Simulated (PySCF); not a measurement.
## Assignment exercise: C8H13F

Bonds (- single, = double, # triple, : aromatic): F1-C2, C2-C3, C3-C4, C4-C5, C5-C6, C6-C7, C5-C8, C8-C9, C7-C2, C9-C2. C3 carries H10, H11; C4 carries H12, H13; C5 carries H14; C6 carries H15, H16; C7 carries H17, H18; C8 carries H19, H20; C9 carries H21, H22.

No relativistic terms, one computed conformer, equivalent nuclei averaged, isolated molecule. Shieldings: GIAO PBE0/pcSseg-1; geometry: GFN2-xTB; PySCF.

δ = σ(ref) − σ, references computed at the same level: TMS for 13C (186.93 ppm), 1H (31.72 ppm).

**Question.** Assign these signals to the numbered atoms. 13C{1H} NMR (computed): δ 94.3 (C), 34.4 (CH2), 30.1 (CH2), 27.4 (CH).

**Answer.** 
94.3 → C2, fully substituted sp3 carbon bonded to F: the inductive effect lowers its shielding
34.4 → C3/C7/C9, sp3 CH2 in a ring: saturated and bonded to C and H only
30.1 → C4/C6/C8, sp3 CH2 in a ring
27.4 → C5, sp3 CH in a ring: saturated and bonded to C and H only

**Question.** Assign these signals to the numbered atoms. 1H NMR (600 MHz, computed): δ 1.80 (m, 6H), 1.74 (m, 6H), 1.34 (m, 1H).

**Answer.** 
| δ (ppm) | atoms | environment | reason |
| --- | --- | --- | --- |
| 1.80 | H10/H11/H17/H18/H21/H22 | hydrogen on an sp3 CH2 in a ring | – |
| 1.74 | H12/H13/H15/H16/H19/H20 | hydrogen on an sp3 CH2 in a ring | far from electronegative atoms and π systems |
| 1.34 | H14 | hydrogen on an sp3 CH in a ring | far from electronegative atoms and π systems |

H10/H11/H17/H18/H21/H22 and H12/H13/H15/H16/H19/H20 lie closer than the usual error of such a calculation, so a measured spectrum could show them in the other order.

Splittings by 19F in the carbon and heteronuclear signals aren't shown, as no couplings were computed. Shifts are as computed. Against solution values, carbons near 30 ppm lie about +3 ppm off and those near 130 ppm about +5 ppm. Of 1211 compounds with measured shifts, 218 miss one by over three times the rms of a fit or turn the order of signals round; such compounds aren't used in these exercises. No couplings were computed; multiplicities are counted from neighbouring protons, with m where these are inequivalent, close in shift, in a saturated or five-membered ring or joined by F or P, and br s for small geminal =CH2 splittings.
